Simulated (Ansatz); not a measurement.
Pd₂O₂. Total charge 0; singlet. Geometry r2SCAN-D4/def2-TZVP; atoms count from 1.

```xyz
4

Pd   -0.0698    0.7944    0.8530
Pd    0.0698   -0.7945   -0.8530
O    -0.2619   -1.1375    1.0381
O     0.2619    1.1376   -1.0380
```

In the def2 sets Pd takes a core potential; there is no spin–orbit coupling. The restricted singlet is unstable: a solution with broken spin symmetry lies lower. The geometry of the singlet was relaxed on an unsound state (an occupied level 0.01 eV above an empty one). At PBE0-D4/def2-TZVP a triplet of charge 0 lies 0.34 eV below the restricted singlet, each at its own geometry. Another isomer (singlet) lies 0.05 eV lower at PBE0-D4/def2-TZVP.

Question: Estimate the Mulliken populations from the PBE0/def2-TZVP orbitals of Ansatz.

Answer: 
```csv
atom,charge (e),d electrons
Pd1,0.64,8.85
Pd2,0.64,8.85
O3,-0.64,–
O4,-0.64,–
```
Mulliken values and Mayer orders depend strongly on the basis.

Question: And the Mayer bond orders between bonded heavy atoms (over 0.3)?

Answer: Pd1–Pd2 0.76 (2.34 Å); Pd1–O3 0.79 (1.95 Å); Pd1–O4 0.79 (1.95 Å); Pd2–O3 0.79 (1.95 Å); Pd2–O4 0.79 (1.95 Å).
